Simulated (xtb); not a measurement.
The xtb input:
```
$ xtb coord --gfn 2 --uhf 1 --json

# file coord
$coord
      4.5433586339       0.0382202589       0.1602864943  c
      2.2903667146       0.0192673263       0.0808025159  c
     -0.4951843628      -0.0041656556      -0.0174697621  c
     -1.3414055734      -1.8463542267      -1.5158961563  f
     -1.4874818563      -0.3655821453       2.2715812496  f
     -1.3968065419       2.1763884126      -0.9047646046  f
$end
```

Task: What is the computed dipole moment (GFN2-xTB run with xtb)?

Result: 1.42 D

Task: Predict the partial charges in atom order from GFN2-xTB.

Result: C1 0.01, C2 -0.03, C3 0.52, F4 -0.17, F5 -0.17, F6 -0.17

Task: Predict the total energy from GFN2-xTB.

Result: -555.6347 eV
